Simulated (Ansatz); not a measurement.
Breaking the Al1–H2 bond in CH6AlN (SMILES C[NH][AlH2]) (multiplicity 1 held, fragments rigid). Energies count from the point at 1.578 Å.
Geometry at that point (charge 0, multiplicity 1):
```xyz
9

Al    -0.09555     0.21231     1.21056
H     -1.27978     0.73324     2.11343
H      1.33950    -0.17605     1.73948
N     -0.40101     0.05182    -0.52668
C      0.50358    -0.39974    -1.57473
H     -1.31059     0.29300    -0.89513
H      0.67413     0.37094    -2.33411
H      0.13147    -1.29475    -2.08481
H      1.47299    -0.65064    -1.14092
```

R- and RO- levels are restricted; in cc, def2 and unpolarised 6-31G sets they are followed outwards from rest. U- levels take the lowest unrestricted solution at each point, which mixes spins at long bonds. Active spaces are followed from a long bond inwards. Curves can end on different states.

Frozen-core correlation.

Codes used: Ansatz (a quantum-chemistry and plane-wave program) with Gaussian orbitals. Values without a source in brackets are computed.

Energies in kJ/mol.

```csv
R (Å),U-HF/cc-pV(D+d)Z,U-CCSD/cc-pV(D+d)Z,R-CCSD(T)/cc-pV(D+d)Z,"CASSCF(2,2)/cc-pV(D+d)Z","SC-NEVPT2 on CASSCF(2,2)/cc-pV(D+d)Z","FIC-MRCISD+Q on CASSCF(2,2)/cc-pV(D+d)Z"
1.262,107,105,105,113,108,105
1.420,21,21,21,25,23,21
1.578,0,0,0,0,0,0
1.735,14,13,13,8,10,13
1.893,47,44,43,34,39,43
2.130,113,104,103,87,94,102
2.366,183,166,164,142,152,163
2.761,250,256,249,221,234,248
3.155,275,317,305,274,289,304
3.629,285,349,335,307,323,339
4.260,288,357,336,322,339,355
5.048,289,358,323,326,343,359
```

Doubts at one or more of the structures used: a spin-contaminated determinant (U-HF/cc-pV(D+d)Z, U-CCSD/cc-pV(D+d)Z); T1 above 0.05 (U-CCSD/cc-pV(D+d)Z, R-CCSD(T)/cc-pV(D+d)Z); a restricted determinant that unrestricted orbitals would lower (R-CCSD(T)/cc-pV(D+d)Z); other coupled-cluster roots lie near (R-CCSD(T)/cc-pV(D+d)Z).
